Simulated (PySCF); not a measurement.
ethenyl silylformate (C₃H₆O₂Si), SMILES C=COC([SiH3])=O. The structure is a stationary point at PBE0-D3(BJ)/def2-SVP. One conformer was computed; it need not be the lowest.

Give the equilibrium geometry at PBE0-D3(BJ)/def2-SVP (PySCF confirms it by a frequency run) as bond lengths and angles. (The exact figures need the calculation; the answer reports its results.)

One answer among several that fit: 
Atoms: C1 C2 O3 C4 O5 Si6 H7 H8 H9 H10 H11 H12. Bond lengths (Å): C1–C2 1.332, C1–H7 1.092, C1–H8 1.087, C2–O3 1.375, C2–H9 1.093, O3–C4 1.353, C4–O5 1.200, C4–Si6 1.928, Si6–H10 1.490, Si6–H11 1.490, Si6–H12 1.490. Angles (°): C2–C1–H7 117.1, C2–C1–H8 123.4, H7–C1–H8 119.4, C1–C2–O3 129.3, C1–C2–H9 122.3, O3–C2–H9 108.4, C2–O3–C4 124.6, O3–C4–O5 124.9, O3–C4–Si6 112.4, O5–C4–Si6 122.7, C4–Si6–H10 106.8, C4–Si6–H11 106.8, C4–Si6–H12 111.9, H10–Si6–H11 109.9, H10–Si6–H12 110.7, H11–Si6–H12 110.6.
Charge 0, spin multiplicity 1.
